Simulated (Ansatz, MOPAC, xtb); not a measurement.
Diatomic MoO, multiplicity 5 (the spin of the measured ground state). No spin–orbit coupling. The T1 diagnostic near the minimum is 0.060, so single-reference values are doubtful.

The constants come from a fifth-degree fit in 1/R (seven points, main isotopes). Runs in def2 and cc sets follow the lowest solution found near the PBE0 minimum.

The state that PM6, PM7 reach isn't checked; PM7 holds dispersion and hydrogen-bond terms.

Codes used: Ansatz (Gaussian basis) for Hartree–Fock, density functionals and correlated methods; MOPAC for PM6, PM7 (differences of heats of formation); xtb for the GFN methods.  In def2 rows elements past Kr take small-core potentials, without spin–orbit coupling. The GFN methods have no spin term and hold the electronic entropy of 300 K.

D_e counts from each atom's lowest state at the same level, without counterpoise or zero-point energy.

```csv
level,r_e (Å),ω_e (cm⁻¹),ω_e x_e (cm⁻¹),D_e (eV),dipole (D)
PM6,1.682,897,1.2,-,-
PM7,1.721,1006,2.9,-,-
GFN1-xTB,1.722,…,3.3,-,-
GFN2-xTB,1.714,794,3.6,-,-
SVWN5/def2-TZVPP,1.681,987,3.9,7.26,2.78
PBE/def2-TZVPP,1.699,945,4.2,6.12,2.86
B3LYP/def2-TZVPP,…,…,4.6,5.49,3.28
```

Task: What belongs in the gaps?

Result: 
- B3LYP/def2-TZVPP, r_e (Å): 1.695
- B3LYP/def2-TZVPP, ω_e (cm⁻¹): 963
- GFN1-xTB, ω_e (cm⁻¹): 867

Measured for the ground state: D_0 5.414 ± 0.019 eV [Morse and co-workers].

Ansatz is a quantum-chemistry and plane-wave program.
